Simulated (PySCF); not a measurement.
SnCl₃, SMILES [Cl][Sn-]([Cl])[Cl], charge -1.

The structure is a stationary point at r2SCAN-D4/def2-SVPD. The isomer is the one that the SMILES or the coordinates give; other isomers of the formula were not compared. The def2 effective core potentials stand for the cores of Sn; spin–orbit coupling is left out.

These are PySCF with HF/def2-TZVPD values and carry that method's errors.

Symmetry labels are those of the subgroup Cs that the program uses (full group C3v).

List the valence orbital energies around the gap with their symmetry. (The exact figures need the calculation; the answer reports its results.)


| orbital | symmetry | energy (eV) |
|---|---|---|
| HOMO−7 | A' | -8.77 |
| HOMO−6 | A' | -8.26 |
| HOMO−5 | A' | -7.86 |
| HOMO−4 | A" | -7.86 |
| HOMO−3 | A' | -7.40 |
| HOMO−2 | A" | -7.40 |
| HOMO−1 | A" | -7.35 |
| HOMO | A' | -5.04 |
| LUMO | A' | 4.32 |
| LUMO+1 | A' | 4.70 |
| LUMO+2 | A" | 4.70 |
| LUMO+3 | A' | 4.84 |
